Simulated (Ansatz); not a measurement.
`FC(F)O[C@@H](F)[C@H](F)C(F)F`. The species carries charge 0 and has multiplicity 1. The structure was optimised at the PBE0-D4/def2-TZVP level. It is one conformer, not always the lowest.

```xyz
15

F     1.730    0.183    2.041
C     2.138    0.064    0.761
F     2.986   -0.958    0.688
O     1.073   -0.255   -0.046
C     0.148    0.759   -0.240
F     0.669    1.703   -1.083
C    -1.066    0.131   -0.897
F    -1.997    1.110   -1.096
C    -1.665   -0.974   -0.045
F    -2.044   -0.477    1.156
F    -2.763   -1.463   -0.657
H     2.636    0.992    0.466
H    -0.117    1.262    0.695
H    -0.772   -0.287   -1.865
H    -0.956   -1.790    0.121
```

Problem. What is the dipole moment at r2SCAN/def2-TZVPP? (Best estimate.)

Solution. The calculation gave: 1.72 D, with components (1.68, -0.02, -0.37) D in this frame, pointing from negative to positive charge.

Problem. And with PBE, B3LYP, ωB97M-V? (Best estimate.)

Solution. Computed: PBE 1.65 D, B3LYP 1.79 D, ωB97M-V 1.78 D.

Problem. Give the Mulliken charges with r2SCAN, PBE, ωB97M-V in def2-TZVPP. (Best estimate.)

Solution. The calculation gave: 
```tsv
atom	r2SCAN	PBE	ωB97M-V
F1	-0.19	-0.15	-0.18
C2	0.40	0.27	0.34
F3	-0.18	-0.13	-0.16
O4	-0.27	-0.20	-0.25
C5	0.24	0.16	0.17
F6	-0.20	-0.16	-0.19
C7	0.22	0.15	0.10
F8	-0.20	-0.16	-0.19
C9	0.31	0.21	0.26
F10	-0.19	-0.16	-0.18
F11	-0.19	-0.15	-0.18
H12	0.08	0.09	0.12
H13	0.09	0.09	0.14
H14	0.03	0.06	0.10
H15	0.05	0.07	0.11
```

B3LYP here is the variant with VWN-RPA as its local correlation; programs differ in this.
